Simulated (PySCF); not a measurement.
Molfile (atoms numbered from 1):
```
C7H13NSi
     RDKit          3D

 22 21  0  0  0  0  0  0  0  0999 V2000
    3.6005   -0.9987   -0.9512 C   0  0  0  0  0  0  0  0  0  0  0  0
    2.6349   -0.1285   -0.6136 C   0  0  0  0  0  0  0  0  0  0  0  0
    2.6709    1.3354   -0.9102 C   0  0  0  0  0  0  0  0  0  0  0  0
    1.4524   -0.6411    0.0989 C   0  0  0  0  0  0  0  0  0  0  0  0
    0.4933    0.1101    0.4602 N   0  0  0  0  0  0  0  0  0  0  0  0
   -0.9444   -0.4322    1.2980 Si  0  0  0  0  0  4  0  0  0  0  0  0
   -2.4591    0.1189    0.3386 C   0  0  0  0  0  0  0  0  0  0  0  0
   -2.2963    0.8403   -0.7787 C   0  0  0  0  0  0  0  0  0  0  0  0
   -3.8098   -0.2757    0.8631 C   0  0  0  0  0  0  0  0  0  0  0  0
    3.5094   -2.0610   -0.7041 H   0  0  0  0  0  0  0  0  0  0  0  0
    4.5042   -0.6829   -1.4788 H   0  0  0  0  0  0  0  0  0  0  0  0
    2.5609    1.9156    0.0185 H   0  0  0  0  0  0  0  0  0  0  0  0
    1.8158    1.6180   -1.5438 H   0  0  0  0  0  0  0  0  0  0  0  0
    3.6029    1.6247   -1.4137 H   0  0  0  0  0  0  0  0  0  0  0  0
    1.4722   -1.7373    0.2925 H   0  0  0  0  0  0  0  0  0  0  0  0
   -0.9636   -1.9284    1.4669 H   0  0  0  0  0  0  0  0  0  0  0  0
   -0.9507    0.1768    2.6643 H   0  0  0  0  0  0  0  0  0  0  0  0
   -1.3008    1.1219   -1.1356 H   0  0  0  0  0  0  0  0  0  0  0  0
   -3.1555    1.1814   -1.3704 H   0  0  0  0  0  0  0  0  0  0  0  0
   -3.9637    0.0942    1.8912 H   0  0  0  0  0  0  0  0  0  0  0  0
   -3.9169   -1.3728    0.9082 H   0  0  0  0  0  0  0  0  0  0  0  0
   -4.6228    0.1201    0.2347 H   0  0  0  0  0  0  0  0  0  0  0  0
  1  2  2  0
  2  3  1  0
  2  4  1  0
  4  5  2  0
  5  6  1  0
  6  7  1  0
  7  8  2  0
  7  9  1  0
  1 10  1  0
  1 11  1  0
  3 12  1  0
  3 13  1  0
  3 14  1  0
  4 15  1  0
  6 16  1  0
  6 17  1  0
  8 18  1  0
  8 19  1  0
  9 20  1  0
  9 21  1  0
  9 22  1  0
M  END
```

PySCF 2.14 calculation with σ from GIAO-PBE0/pcSseg-1 and geometry from PBE0-D3(BJ)/def2-SVP; rapidly exchanging positions averaged, relativity neglected, a single conformation, gas phase.

**Question.** Predict the 2D correlation tables (HSQC, COSY, HMBC).

**Answer.** 

HSQC (one-bond C–H):
| δH | δC |
| --- | --- |
| 8.60 (H15) | 183.2 (C4) |
| 6.26 (H11) | 137.4 (C1) |
| 6.10 (H19) | 138.6 (C8) |
| 6.00 (H18) | 138.6 (C8) |
| 5.78 (H10) | 137.4 (C1) |
| 1.99 (H12/H13/H14) | 19.2 (C3) |
| 1.99 (H20/H21/H22) | 24.2 (C9) |

COSY cross peaks (H two or three bonds apart, from the bond graph; peaks can be absent where the dihedral angle is near 90°):
| δH | δH |
| --- | --- |
| 6.26 (H11) | 5.78 (H10) |
| 6.10 (H19) | 6.00 (H18) |

HMBC (two and three bonds, from the bond graph):
| δH | δC |
| --- | --- |
| 8.60 (H15) | 156.1 (C2), 137.4 (C1), 19.2 (C3) |
| 6.26 (H11) | 183.2 (C4), 156.1 (C2), 19.2 (C3) |
| 6.10 (H19) | 148.6 (C7), 24.2 (C9) |
| 6.00 (H18) | 148.6 (C7), 24.2 (C9) |
| 5.78 (H10) | 183.2 (C4), 156.1 (C2), 19.2 (C3) |
| 5.01 (H16/H17) | 183.2 (C4), 148.6 (C7), 138.6 (C8), 24.2 (C9) |
| 1.99 (H12/H13/H14) | 183.2 (C4), 156.1 (C2), 137.4 (C1) |
| 1.99 (H20/H21/H22) | 148.6 (C7), 138.6 (C8) |

Referencing at the same level of theory: 1H and 13C vs TMS.

Short H···H contacts in this conformer between protons four or more bonds apart (candidates for NOE cross peaks, intensity ∝ r⁻⁶): H10···H15 2.29 Å, H19···H22 2.42 Å, H11···H14 2.48 Å, H15···H16 2.71 Å.

Shifts are as computed. Against solution values, carbons near 30 ppm lie about +2 ppm off and those near 130 ppm about +5 ppm. Of 1309 compounds with measured shifts, 239 miss one by over three times the rms of a fit or turn the order of signals round; such compounds aren't used in these exercises.
